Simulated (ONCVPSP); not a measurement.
An all-electron radial function and its pseudo partner (Ga (Z = 31))

Columns: radius, all-electron u(r) and pseudo u(r) of the 4s shell (level -12.46 eV) of gallium in the configuration [Ar] 3d10 4s2 4p0.5; PBEsol, scalar-relativistic, ONCV scheme, ONCVPSP 4.0.1.

```csv
r (bohr),all-electron,pseudo
0.103,0.1431,0.0142
0.205,0.1297,0.0311
0.308,-0.1197,0.0535
0.410,-0.2888,0.0823
0.513,-0.3206,0.1186
0.615,-0.2503,0.1613
0.718,-0.1242,0.2107
0.820,0.0203,0.2649
0.923,0.1649,0.3243
1.025,0.2953,0.3865
1.128,0.4090,0.4510
1.230,0.5023,0.5141
1.332,0.5767,0.5735
1.435,0.6343,0.6263
1.538,0.6761,0.6691
1.640,0.7040,0.6999
1.743,0.7206,0.7189
1.845,0.7272,0.7268
1.948,0.7256,0.7256
2.050,0.7173,0.7173
2.153,0.7035,0.7034
2.255,0.6854,0.6854
2.358,0.6637,0.6637
2.460,0.6397,0.6397
2.562,0.6138,0.6138
2.665,0.5864,0.5864
```

(1) How many radial nodes do the two functions have?

(2) At about which radius was the pseudo-wave matched?

(3) Where does each function peak?

(4) Is the pseudo-wave norm-conserving?

Results:

(1) The all-electron 4s function has n − l − 1 = 3 (the table is too coarse to show those close to the nucleus); the pseudo-wave has 0, since the states of the same l below it are removed with the core.

(2) 2.05 bohr. The columns agree to 0.0005 from 1.84 bohr on; several derivatives are matched, so the curves merge somewhat inside the radius.

(3) Outermost all-electron maximum near 1.84 bohr, pseudo maximum near 1.84 bohr (to the table’s step).

(4) Yes: the ONCV scheme keeps the norm inside the radius equal to the all-electron one, which fixes the energy derivative of the logarithmic derivative at the level.
